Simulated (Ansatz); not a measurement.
Cost and result for the atomization energy of C$_{2}$H$_{3}$B$_{2}$Cl (8 atoms, 9 bonds).

```xyz
8

Cl   -1.087    2.124   -0.811
C     0.245    1.037   -0.369
C     0.203   -0.317   -0.782
B    -0.054   -1.540   -0.215
B    -0.050   -0.096    0.713
H     1.178    1.588   -0.361
H    -0.190   -2.694   -0.050
H    -0.245   -0.101    1.876
```

The species carries charge 0 and has multiplicity 1. The bonds changed during the relaxation, so this is another structure than the one it started from. The structure was optimised at the PBE0-D4/def2-TZVP level. Program: Ansatz. All runs use 2 threads of an Arm Neoverse V2 on a shared host. Times are those of one run each, without the atoms' runs, and a repeat can differ threefold. Electronic energies, without spin–orbit coupling; frozen cores. CCSD(T)/CBS adds CCSD(T) − MP2 in def2-TZVPP to the MP2 limit, and its time is that of the two runs behind it. T1 = 0.012. HSE06 is the plane-wave form, built on full-range PBE exchange.

CCSD(T)/CBS is a level of theory with its own doubt, some kJ/mol a heavy atom from the limit and from the frozen cores, so smaller differences don't rank the functionals.

```csv
level,functions,wall time
revPBE-D4/def2-TZVPP,208,2.2 s
BLYP-D4/def2-TZVPP,208,2.2 s
CCSD(T)/def2-SVP,89,2.5 s
PBE-D4/def2-TZVPP (with forces),208,2.8 s
PBE0-D4/def2-TZVPP,208,2.8 s
HSE06-D4/def2-TZVPP,208,3.1 s
r2SCAN-D4/def2-TZVPP (with forces),208,5 s
r2SCANh-D4/def2-TZVPP,208,5 s
B2PLYP/def2-TZVPP,208,5.5 s
PBE-QIDH/def2-TZVPP,208,5.5 s
MP2/def2-QZVPP,388,16 s
CCSD(T)/def2-TZVPP,208,59 s
CCSD(T)/CBS(def2),–,75 s
```

(1) What atomization energy does each give, and how far from CCSD(T)/CBS? (An estimate is asked.)

Results:

(1) Ansatz gave: 
```csv
level,atomization (kJ/mol),difference from CCSD(T)/CBS,per bond
revPBE-D4/def2-TZVPP,3220.0,76.3,8.5
BLYP-D4/def2-TZVPP,3173.7,30.0,3.3
CCSD(T)/def2-SVP,3017.3,-126.4,-14.0
PBE-D4/def2-TZVPP (with forces),3315.7,172.0,19.1
PBE0-D4/def2-TZVPP,3246.5,102.8,11.4
HSE06-D4/def2-TZVPP,3249.4,105.7,11.7
r2SCAN-D4/def2-TZVPP (with forces),3234.6,90.9,10.1
r2SCANh-D4/def2-TZVPP,3210.8,67.1,7.5
B2PLYP/def2-TZVPP,3146.9,3.2,0.4
PBE-QIDH/def2-TZVPP,3205.7,62.0,6.9
MP2/def2-QZVPP,3235.0,91.3,10.2
CCSD(T)/def2-TZVPP,3063.8,-79.9,-8.9
CCSD(T)/CBS(def2),3143.7,0.0,0.0
```

At CCSD(T), def2-SVP lies −126.4 kJ/mol from the extrapolated value and def2-TZVPP −79.9 kJ/mol: correlation converges slowly with the basis, and small sets miss more of it in the bonded molecule than in its fragments. From PBE to PBE0 (25 % exact exchange), in def2-TZVPP and without D4, the atomization energy moves by −66.4 kJ/mol: exact exchange takes away binding that semilocal exchange gives to molecules. The D4 term adds +28.0 kJ/mol with B3LYP and +14.4 kJ/mol with PBE0; it sums over pairs of atoms, weighted by their polarisabilities, and B3LYP, whose exchange is more repulsive, gets the larger term.

B3LYP here is the variant with VWN-RPA as its local correlation; programs differ in this.
